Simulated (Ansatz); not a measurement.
## Nudged elastic band run: C2H6BFS

Input:

```yaml
crystal:
  periodic: [false, false, false]
  atoms:
    - { symbol: B, position_ang: [0.491044, -0.151367, 1.10885] }
    - { symbol: C, position_ang: [-0.174507, 0.432506, -0.193976] }
    - { symbol: C, position_ang: [-0.879799, -0.611093, -1.075707] }
    - { symbol: S, position_ang: [1.973066, 0.503692, 1.937135] }
    - { symbol: H, position_ang: [2.218182, 1.490326, 1.045188] }
    - { symbol: F, position_ang: [-0.072609, -1.198454, 1.718924] }
    - { symbol: H, position_ang: [0.55155, 1.01766, -0.783931] }
    - { symbol: H, position_ang: [-0.918473, 1.175866, 0.162119] }
    - { symbol: H, position_ang: [-1.391281, -0.13934, -1.929816] }
    - { symbol: H, position_ang: [-0.163279, -1.343625, -1.483976] }
    - { symbol: H, position_ang: [-1.633893, -1.176071, -0.50491] }
basis:
  gaussian: { orbitals: def2-SVP }
hamiltonian:
  xc: b3lyp
neb:
  order_check: false
  images: 7
  f_tol: 0.05
  max_iterations: 60
  spring: { min: 2.0, max: 10.0 }
  final_atoms:
    - { symbol: B, position_ang: [0.88422988, -0.52086161, 2.60991937] }
    - { symbol: C, position_ang: [-0.10134626, 0.85061217, -0.71532246] }
    - { symbol: C, position_ang: [-0.64254774, -0.47182702, -1.25719441] }
    - { symbol: S, position_ang: [2.45838193, -0.30067685, 2.90854912] }
    - { symbol: H, position_ang: [0.89305131, 0.72537569, -0.25455118] }
    - { symbol: F, position_ang: [-0.36626339, -0.69876541, 2.37225718] }
    - { symbol: H, position_ang: [0.00485657, 1.60320231, -1.51375641] }
    - { symbol: H, position_ang: [-0.77080491, 1.27806367, 0.0493459] }
    - { symbol: H, position_ang: [-1.63002083, -0.34130132, -1.72982717] }
    - { symbol: H, position_ang: [0.03066622, -0.90498016, -2.01491595] }
    - { symbol: H, position_ang: [-0.76020178, -1.21874147, -0.45460398] }
  initial_path:
    images:
      - { positions_ang: [[0.491044, -0.151367, 1.10885], [-0.174507, 0.432506, -0.193976], [-0.879799, -0.611093, -1.075707], [1.973066, 0.503692, 1.937135], [2.218182, 1.490326, 1.045188], [-0.072609, -1.198454, 1.718924], [0.55155, 1.01766, -0.783931], [-0.918473, 1.175866, 0.162119], [-1.391281, -0.13934, -1.929816], [-0.163279, -1.343625, -1.483976], [-1.633893, -1.176071, -0.50491]] }
      - { positions_ang: [[0.51023624, -0.10797766, 1.1910237], [-0.15689451, 0.47663008, -0.19468423], [-0.81410566, -0.59322176, -1.06974677], [2.02805019, 0.47197159, 1.90110165], [1.94682681, 1.17977453, 0.86995501], [-0.15306561, -1.07635723, 1.78510171], [0.51281785, 1.10434706, -0.78945004], [-0.92051971, 1.1610949, 0.19856088], [-1.38631285, -0.15088916, -1.88612397], [-0.07452047, -1.25513537, -1.51925944], [-1.49251127, -1.21013698, -0.48657851]] }
      - { positions_ang: [[0.52942848, -0.06458832, 1.2731974], [-0.13928202, 0.52075417, -0.19539245], [-0.74841231, -0.57535052, -1.06378654], [2.08303439, 0.44025118, 1.8650683], [1.67547163, 0.86922305, 0.69472202], [-0.23352222, -0.95426045, 1.85127943], [0.47408569, 1.19103412, -0.79496908], [-0.92256643, 1.14632381, 0.23500276], [-1.38134471, -0.16243832, -1.84243193], [0.01423805, -1.16664574, -1.55454288], [-1.35112955, -1.24420297, -0.46824702]] }
      - { positions_ang: [[0.54862071, -0.02119898, 1.35537109], [-0.12166953, 0.56487825, -0.19610068], [-0.68271897, -0.55747929, -1.05782631], [2.13801858, 0.40853077, 1.82903495], [1.40411644, 0.55867158, 0.51948903], [-0.31397883, -0.83216368, 1.91745714], [0.43535354, 1.27772117, -0.80048811], [-0.92461314, 1.13155271, 0.27144464], [-1.37637656, -0.17398747, -1.7987399], [0.10299658, -1.07815612, -1.58982632], [-1.20974782, -1.27826895, -0.44991554]] }
      - { positions_ang: [[0.56781295, 0.02219037, 1.43754479], [-0.10405704, 0.60900233, -0.19680891], [-0.61702562, -0.53960805, -1.05186608], [2.19300278, 0.37681036, 1.7930016], [1.13276126, 0.24812011, 0.34425604], [-0.39443544, -0.71006691, 1.98363485], [0.39662139, 1.36440823, -0.80600715], [-0.92665986, 1.11678162, 0.30788652], [-1.37140842, -0.18553663, -1.75504786], [0.1917551, -0.98966649, -1.62510975], [-1.0683661, -1.31233494, -0.43158405]] }
      - { positions_ang: [[0.64691718, -0.11357263, 1.73063844], [-0.10337934, 0.66940479, -0.32643729], [-0.62340615, -0.52266279, -1.10319816], [2.25934757, 0.20743856, 2.07188848], [1.07283377, 0.367434, 0.19455423], [-0.38739243, -0.70724154, 2.08079043], [0.29868018, 1.42410675, -0.98294447], [-0.88769612, 1.15710213, 0.24325136], [-1.43606152, -0.2244778, -1.74874269], [0.15148288, -0.96849491, -1.7225613], [-0.99132502, -1.28893657, -0.43733903]] }
      - { positions_ang: [[0.72602142, -0.24933562, 2.02373208], [-0.10270165, 0.72980725, -0.45606568], [-0.62978668, -0.50571753, -1.15453025], [2.32569236, 0.03806676, 2.35077536], [1.01290629, 0.4867479, 0.04485243], [-0.38034942, -0.70441616, 2.17794601], [0.20073898, 1.48380527, -1.15988178], [-0.84873239, 1.19742265, 0.17861621], [-1.50071463, -0.26341898, -1.74243752], [0.11121066, -0.94732332, -1.82001285], [-0.91428394, -1.26553821, -0.44309402]] }
      - { positions_ang: [[0.80512565, -0.38509861, 2.31682573], [-0.10202395, 0.79020971, -0.58569407], [-0.63616721, -0.48877228, -1.20586233], [2.39203715, -0.13130505, 2.62966224], [0.9529788, 0.60606179, -0.10484937], [-0.3733064, -0.70159079, 2.27510159], [0.10279778, 1.54350379, -1.3368191], [-0.80976865, 1.23774316, 0.11398105], [-1.56536773, -0.30236015, -1.73613235], [0.07093844, -0.92615174, -1.9174644], [-0.83724286, -1.24213984, -0.448849]] }
      - { positions_ang: [[0.88422988, -0.52086161, 2.60991937], [-0.10134626, 0.85061217, -0.71532246], [-0.64254774, -0.47182702, -1.25719441], [2.45838193, -0.30067685, 2.90854912], [0.89305131, 0.72537569, -0.25455118], [-0.36626339, -0.69876541, 2.37225718], [0.00485657, 1.60320231, -1.51375641], [-0.77080491, 1.27806367, 0.0493459], [-1.63002083, -0.34130132, -1.72982717], [0.03066622, -0.90498016, -2.01491595], [-0.76020178, -1.21874147, -0.45460398]] }
```

Launched with:

```bash
$ ansatz run input.yaml --threads 2 --pin off --max-ram 3072MiB --backend cpu --events-out ev --progress --plain --runs-dir out
```

Output, in part (warnings, iteration lines, the closing report on the highest movable image, with atoms numbered from 0):

```
NEB end point (image 0): max|allowed force component| = 1.868e-2 eV/Å (the criterion of neb.relax_end_points is 1.000e-2)
NEB end point (image 8): max|allowed force component| = 2.380e-2 eV/Å (the criterion of neb.relax_end_points is 1.000e-2)
NEB iter   1: max|band force component| = 5.947e0 eV/Å  barrier→ = 2.6083 eV  barrier← = 1.9003 eV  Δτ_max = 0.2000 Å  (240 SCF iters)
NEB iter   2: max|band force component| = 2.189e0 eV/Å  barrier→ = 2.4825 eV  barrier← = 1.7745 eV  Δτ_max = 0.1987 Å  (207 SCF iters)
NEB iter   3: max|band force component| = 8.127e-1 eV/Å  barrier→ = 2.4274 eV  barrier← = 1.7194 eV  Δτ_max = 0.1991 Å  (205 SCF iters)
NEB iter   4: max|band force component| = 1.523e0 eV/Å  barrier→ = 2.3569 eV  barrier← = 1.6489 eV  Δτ_max = 0.1013 Å  (206 SCF iters)
NEB iter   5: max|band force component| = 6.610e-1 eV/Å  barrier→ = 2.3469 eV  barrier← = 1.6389 eV  Δτ_max = 0.0988 Å  (213 SCF iters)
NEB iter   6: max|band force component| = 7.879e-1 eV/Å  barrier→ = 2.3879 eV  barrier← = 1.6799 eV  CI = image 3  Δτ_max = 0.1009 Å  (209 SCF iters)
NEB iter   7: max|band force component| = 1.281e0 eV/Å  barrier→ = 2.4432 eV  barrier← = 1.7351 eV  CI = image 3  Δτ_max = 0.0503 Å  (210 SCF iters)
NEB iter   8: max|band force component| = 7.273e-1 eV/Å  barrier→ = 2.4469 eV  barrier← = 1.7389 eV  CI = image 3  Δτ_max = 0.0798 Å  (212 SCF iters)
NEB iter   9: max|band force component| = 6.034e-1 eV/Å  barrier→ = 2.4447 eV  barrier← = 1.7366 eV  CI = image 3  Δτ_max = 0.0557 Å  (220 SCF iters)
NEB iter  10: max|band force component| = 3.511e-1 eV/Å  barrier→ = 2.4439 eV  barrier← = 1.7359 eV  CI = image 3  Δτ_max = 0.0907 Å  (221 SCF iters)
NEB iter  11: max|band force component| = 1.520e0 eV/Å  barrier→ = 2.4437 eV  barrier← = 1.7357 eV  CI = image 3  Δτ_max = 0.0447 Å  (189 SCF iters)
NEB iter  12: max|band force component| = 4.202e-1 eV/Å  barrier→ = 2.4436 eV  barrier← = 1.7356 eV  CI = image 3  Δτ_max = 0.0488 Å  (182 SCF iters)
NEB iter  13: max|band force component| = 2.810e-1 eV/Å  barrier→ = 2.4436 eV  barrier← = 1.7355 eV  CI = image 3  Δτ_max = 0.0296 Å  (191 SCF iters)
NEB iter  14: max|band force component| = 5.203e-2 eV/Å  barrier→ = 2.4435 eV  barrier← = 1.7355 eV  CI = image 3  Δτ_max = 0.0072 Å  (183 SCF iters)
NEB iter  15: max|band force component| = 2.278e-2 eV/Å  barrier→ = 2.4435 eV  barrier← = 1.7355 eV  CI = image 3  Δτ_max = 0.0000 Å  (359 SCF iters)
Total energy: -16393.83909964 eV, -602.4624747686 hartree
Atom 0 at     0.570524    -0.065204     1.380591 Å, force    -0.000230    -0.006699    -0.000883 eV/Å
Atom 1 at    -0.112542     0.588645    -0.163341 Å, force    -0.002306     0.004307    -0.002186 eV/Å
Atom 2 at    -0.629869    -0.559750    -1.028179 Å, force    -0.000235    -0.000919     0.000735 eV/Å
Atom 3 at     2.202151     0.315622     1.755238 Å, force    -0.001977    -0.000278    -0.001053 eV/Å
Atom 4 at     1.153725     0.579471     0.317905 Å, force     0.002467     0.002458     0.004529 eV/Å
Atom 5 at    -0.391598    -0.802773     1.930135 Å, force     0.002190     0.004003    -0.000722 eV/Å
Atom 6 at     0.396882     1.351617    -0.786316 Å, force    -0.000435    -0.001885    -0.000609 eV/Å
Atom 7 at    -0.903203     1.157101     0.356379 Å, force     0.000167    -0.000269     0.000437 eV/Å
Atom 8 at    -1.266585    -0.181342    -1.843252 Å, force    -0.000082    -0.000167     0.000008 eV/Å
Atom 9 at     0.204205    -1.115048    -1.485494 Å, force     0.000159    -0.000269    -0.000067 eV/Å
Atom 10 at    -1.223689    -1.268238    -0.433767 Å, force     0.000282    -0.000281    -0.000189 eV/Å
Dipole moment:    -0.471627     0.180385    -0.667440 e Å
```

It converged. Another band between the same ends (7 images) ends at a top of the same energy, where a vibrational analysis finds 1 clearly imaginary mode. The orbitals stay closed-shell, which can raise the energy where a bond breaks towards radicals; this wasn't checked here.

Final band (atoms are numbered from 1 in the order of the input):

```tsv
image	path coordinate (Å)	energy (eV)	B1–C2 (Å)	S4–H5 (Å)	C2–H5 (Å)
0	0.00	0.00	1.58	1.35	2.89
1	1.50	0.74	1.60	1.36	2.04
2	1.93	1.89	1.68	1.52	1.63
3	2.25	2.44	1.81	1.80	1.35
4	2.52	2.16	2.00	2.02	1.20
5	2.82	1.63	2.28	2.24	1.13
6	3.25	1.11	2.67	2.49	1.10
7	3.93	0.78	3.18	2.90	1.10
8	5.06	0.71	3.73	3.68	1.10
```

The run took 110 s on 2 threads of AMD EPYC 9R45 96-Core Processor (Zen 5), with other jobs on the host, peak memory 0.24 GiB.
